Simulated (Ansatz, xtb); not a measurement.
Diatomic BeSi, multiplicity 3 (lowest of 2S+1 = 1, 3 at CCSD(T)/def2-TZVPP on PBE0 minima; our sources give no spin for the ground state, which may be another). The T1 diagnostic near the minimum is 0.116, so single-reference values are doubtful.

The constants come from a fifth-degree fit in 1/R (seven points, main isotopes). In def2 and cc sets the state is the lowest found near the PBE0 minimum, followed along R.

Run with Ansatz (a program for electronic structure); xtb for the GFN methods. Each number belongs to the level named beside it. The GFN methods have no spin term and hold the electronic entropy of 300 K.

```
level               r_e (Å)  ω_e (cm⁻¹)  α_e (cm⁻¹)  ω_e x_e (cm⁻¹)  D_e (eV)  dipole (D)
------------------  -------  ----------  ----------  --------------  --------  ----------
GFN1-xTB              2.075         671      0.0089             8.3         -           -
SVWN5/def2-TZVPP      2.097         606      0.0060             4.8      2.14        1.90
PBE/def2-TZVPP        2.121         584      0.0061             4.9      1.83        1.77
r2SCAN/def2-TZVPP     2.124         583      0.0059             4.6      1.84        1.68
B97M-V/def2-TZVPP     2.103         594      0.0058             5.0      1.70        2.18
B3LYP/def2-TZVPP      2.115         570      0.0070             5.6      1.43        2.02
PBE0/def2-TZVPP       2.121         576      0.0062             5.0      1.64        1.84
wB97M-V/def2-TZVPP    2.115         563      0.0079             7.1      1.29        2.41
B2PLYP/def2-TZVPP     2.122         557      0.0068             5.5      1.29           -
```

D_e counts from each atom's lowest state at the same level, without counterpoise or zero-point energy.

Correlated levels freeze the inner cores; with def2 sets outer-core shells near the valence are correlated too.

Doubts at one or more of the structures used: a spin-contaminated determinant (r2SCAN/def2-TZVPP, PBE0/def2-TZVPP, B2PLYP/def2-TZVPP).
